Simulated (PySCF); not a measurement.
C4H5BO2, SMILES C=C1C=COB1O. Coordinates come from a PBE-D3(BJ)/def2-SVP optimisation. This is a generated structure with no PubChem entry under its InChIKey; it may be hypothetical. Other conformers were not sampled.

All values below come from PBE-D3(BJ)/def2-SVP run with PySCF.

Harmonic wavenumbers (cm⁻¹): 157, 231, 255, 411, 457, 534, 559, 670, 697, 717, 785, 789, 879, 908, 927, 950, 1024, 1120, 1150, 1256, 1305, 1392, 1477, 1582, 1656, 3060, 3147, 3161, 3170, 3726. Rotational constants (GHz): 3.513, 3.396, 1.727; symmetry number 1.

Task: Work out the zero-point energy and the ideal-gas rigid-rotor harmonic-oscillator thermochemistry at 298.15 K and 1 atm.

Result: ZPE = ½ Σ hcν = ½ × 38149 cm⁻¹ = 228.18 kJ/mol. H − E(el) = 247.03 kJ/mol. Entropy in J/(mol K): translation 165.66, rotation 113.58, vibration 46.72, total 325.96. G − E(el) = 149.85 kJ/mol. Cp = 107.63 J/(mol K).
